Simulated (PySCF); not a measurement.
PySCF job for 1,2,4-triazole (C₂H₃N₃), SMILES c1nc[nH]n1, PBE-D3(BJ)/def2-SVP. Coordinates come from a PBE-D3(BJ)/def2-SVP optimisation.

```python
import numpy as np
from pyscf import gto, scf, dft, df
from pyscf.hessian import thermo

mol = gto.M(
    atom='''
    C     0.01380717    1.12282833    0.00000000
    N     1.16242511    0.38184081    0.00000000
    C     0.70494980   -0.86441878    0.00000000
    N    -0.65636309   -0.84984736    0.00000000
    N    -1.12105752    0.41796478    0.00000000
    H     0.00472325    2.22053415    0.00000000
    H     1.29994122   -1.78693600    0.00000000
    H    -1.31223780   -1.63376303    0.00000000
    ''',
    basis='def2-SVP',
    charge=0,
    spin=0,
    max_memory=1600,
    verbose=3,
)
mf = dft.RKS(mol, xc='pbe').density_fit(auxbasis='def2-universal-jkfit')
mf.disp = 'd3bj'
mf.grids.level = 3
mf.conv_tol = 1e-11
mf.max_cycle = 100
mf.kernel()

# [left out here: the lines that compute and print the analytic Hessian (its translational invariance restored by hand, since the grid's response is missing), thermochemistry and intensities]
```

Log of the run:

```
converged SCF energy = -241.807479105444

WARN: DFTD3 does not support analytical Hessian, using finite difference


WARN: Mole.unit (angstrom) is changed to Bohr

Mode                                 0                   1                   2
Irrep
Freq [cm^-1]                      594.2068            671.9015            691.0818
Reduced mass [au]                   1.9711              1.8341              2.6688
Force const [Dyne/A]                0.4100              0.4879              0.7510
Char temp [K]                     854.9313            966.7166            994.3128
Normal mode                   x     y     z       x     y     z       x     y     z
       0   C                 0.00  0.00 -0.01   -0.00  0.00 -0.04    0.00 -0.00  0.14
       1   N                -0.00  0.00 -0.02   -0.00 -0.00  0.13    0.00  0.00 -0.09
       2   C                -0.00  0.00  0.07    0.00 -0.00 -0.12   -0.00  0.00  0.01
       3   N                -0.00 -0.00 -0.17    0.00  0.00  0.05   -0.00 -0.00  0.05
       4   N                 0.00 -0.00  0.08    0.00  0.00 -0.04   -0.00  0.00 -0.15
       5   H                -0.00  0.00 -0.04    0.00  0.00 -0.19   -0.00 -0.00  0.40
       6   H                 0.00  0.00  0.21    0.00  0.00 -0.41   -0.00  0.00  0.02
       7   H                -0.00 -0.00  0.65    0.00  0.00  0.55    0.00 -0.00  0.40
Mode                                 3                   4                   5
Irrep
Freq [cm^-1]                      804.9859            866.9373            931.1091
Reduced mass [au]                   1.4436              1.4135              5.5167
Force const [Dyne/A]                0.5512              0.6259              2.8179
Char temp [K]                    1158.1955           1247.3298           1339.6586
Normal mode                   x     y     z       x     y     z       x     y     z
       0   C                 0.00  0.00  0.01    0.00 -0.00  0.15    0.01 -0.11 -0.00
       1   N                 0.00  0.00 -0.04    0.00  0.00 -0.03    0.18  0.03  0.00
       2   C                -0.00 -0.00  0.16   -0.00  0.00 -0.02   -0.04  0.09 -0.00
       3   N                -0.00 -0.00 -0.03   -0.00 -0.00 -0.01   -0.04  0.01 -0.00
       4   N                 0.00 -0.00 -0.00   -0.00 -0.00 -0.03   -0.10 -0.01  0.00
       5   H                -0.00  0.00 -0.08   -0.00 -0.00 -0.82   -0.06 -0.12  0.00
       6   H                -0.00  0.00 -0.81   -0.00  0.00  0.10   -0.24 -0.04 -0.00
       7   H                -0.00 -0.00 -0.06    0.00 -0.00 -0.03    0.14 -0.14 -0.00
Mode                                 6                   7                   8
Irrep
Freq [cm^-1]                      968.9523           1068.5685           1118.1492
Reduced mass [au]                   5.9126              1.7699              1.7138
Force const [Dyne/A]                3.2706              1.1907              1.2625
Char temp [K]                    1394.1066           1537.4321           1608.7677
Normal mode                   x     y     z       x     y     z       x     y     z
       0   C                -0.05 -0.04  0.00   -0.03  0.03  0.00   -0.06 -0.04  0.00
       1   N                -0.03 -0.06 -0.00   -0.00  0.00 -0.00    0.06 -0.01  0.00
       2   C                 0.09 -0.07  0.00   -0.05 -0.02  0.00    0.12 -0.05 -0.00
       3   N                 0.11  0.10 -0.00    0.06  0.10  0.00   -0.07  0.07  0.00
       4   N                -0.14  0.07 -0.00    0.08 -0.10 -0.00    0.00 -0.01 -0.00
       5   H                 0.17 -0.04 -0.00   -0.33  0.03 -0.00   -0.38 -0.05 -0.00
       6   H                -0.03 -0.15  0.00   -0.54 -0.34  0.00    0.24  0.03 -0.00
       7   H                 0.22  0.02  0.00    0.08  0.09  0.00   -0.45  0.38  0.00
Mode                                 9                  10                  11
Irrep
Freq [cm^-1]                     1178.1606           1232.7038           1302.4440
Reduced mass [au]                   3.0458              1.5878              3.9748
Force const [Dyne/A]                2.4909              1.4215              3.9726
Char temp [K]                    1695.1108           1773.5864           1873.9269
Normal mode                   x     y     z       x     y     z       x     y     z
       0   C                -0.06  0.13 -0.00   -0.02  0.09 -0.00   -0.03  0.14  0.00
       1   N                 0.08 -0.04  0.00    0.04  0.07  0.00    0.06 -0.12 -0.00
       2   C                 0.01 -0.06 -0.00    0.07 -0.04 -0.00   -0.02  0.04  0.00
       3   N                 0.01 -0.11  0.00   -0.03 -0.06  0.00   -0.03  0.07  0.00
       4   N                -0.02  0.10  0.00   -0.05 -0.05  0.00   -0.03 -0.12 -0.00
       5   H                -0.44  0.14  0.00    0.54  0.10  0.00    0.17  0.15 -0.00
       6   H                -0.08 -0.13  0.00   -0.32 -0.30 -0.00    0.25  0.22  0.00
       7   H                 0.09 -0.18 -0.00   -0.30  0.15 -0.00    0.15 -0.07  0.00
Mode                                12                  13                  14
Irrep
Freq [cm^-1]                     1368.2534           1423.6277           1510.3271
Reduced mass [au]                   4.9160              2.7695              3.8497
Force const [Dyne/A]                5.4224              3.3071              5.1740
Char temp [K]                    1968.6121           2048.2833           2173.0245
Normal mode                   x     y     z       x     y     z       x     y     z
       0   C                 0.16  0.04 -0.00   -0.01 -0.01  0.00   -0.13 -0.03 -0.00
       1   N                -0.01  0.10  0.00   -0.05 -0.02 -0.00    0.06  0.09  0.00
       2   C                -0.00 -0.13 -0.00    0.15  0.04  0.00   -0.07 -0.14 -0.00
       3   N                -0.05  0.04  0.00   -0.15  0.03  0.00   -0.02  0.04  0.00
       4   N                -0.08 -0.05  0.00    0.06  0.01 -0.00    0.08  0.02  0.00
       5   H                -0.25  0.05  0.00    0.01 -0.01 -0.00    0.27 -0.03 -0.00
       6   H                 0.17 -0.03 -0.00   -0.14 -0.17  0.00    0.23  0.04 -0.00
       7   H                 0.15 -0.14 -0.00    0.33 -0.38 -0.00    0.22 -0.16  0.00
Mode                                15                  16                  17
Irrep
Freq [cm^-1]                     3180.5664           3185.3085           3546.7560
Reduced mass [au]                   1.0968              1.1005              1.0826
Force const [Dyne/A]                6.5370              6.5788              8.0237
Char temp [K]                    4576.1269           4582.9497           5102.9922
Normal mode                   x     y     z       x     y     z       x     y     z
       0   C                -0.00 -0.04 -0.00   -0.00 -0.08 -0.00   -0.00 -0.00  0.00
       1   N                 0.00  0.00 -0.00   -0.00 -0.00  0.00   -0.00 -0.00 -0.00
       2   C                 0.04 -0.06 -0.00   -0.02  0.03  0.00   -0.00  0.00  0.00
       3   N                -0.00  0.00  0.00    0.00  0.00 -0.00    0.05  0.05 -0.00
       4   N                 0.00  0.00  0.00    0.00  0.00  0.00    0.00 -0.00 -0.00
       5   H                -0.00  0.41  0.00   -0.00  0.86  0.00   -0.00  0.00 -0.00
       6   H                -0.47  0.72  0.00    0.22 -0.34 -0.00    0.01 -0.01  0.00
       7   H                -0.00 -0.01  0.00    0.00  0.01 -0.00   -0.62 -0.73  0.00
temperature 298.1500 [K]
pressure 101325.00 [Pa]
Rotational constants [GHz] 10.19508 9.72140 4.97630
Symmetry number 1
Zero-point energy (ZPE) 0.05842 [Eh]   153385.421 [J/mol]
                           tot       elec      trans        rot        vib
Entropy [J/mol/K]       270.294      0.000    161.564    100.384      8.346
Cv [J/mol/K]             51.080      0.000     12.472     12.472     26.136
Cp [J/mol/K]             59.394      0.000     20.786     12.472     26.136
Internal energy [J/mol]                      3718.434   3718.434 155346.630
Internal energy [Eh]   -241.74548  -241.80748
Enthalpy [J/mol]                             6197.391   3718.434 155346.630
Enthalpy [Eh]          -241.74453
Gibbs free energy [J/mol]                  -41973.032 -26210.912 152858.227
Gibbs free energy [Eh] -241.77523
mode   freq/cm-1   IR/(km/mol)
   1      594.21        54.453
   2      671.90         1.450
   3      691.08        47.723
   4      804.99        15.748
   5      866.94         7.199
   6      931.11         8.151
   7      968.95        18.145
   8     1068.57        38.063
   9     1118.15        17.661
  10     1178.16         3.902
  11     1232.70         2.334
  12     1302.44        13.241
  13     1368.25        17.592
  14     1423.63        10.060
  15     1510.33        23.653
  16     3180.57         1.809
  17     3185.31         1.481
  18     3546.76        64.659
max |gradient| / (hartree/bohr): 4.471326876783945e-05
APT charges: [ 0.2338 -0.4382  0.2477 -0.1731 -0.258   0.0702  0.0817  0.236 ]
```

Self-consistency was reached.

Cost: about 50 core-seconds (a rough figure).
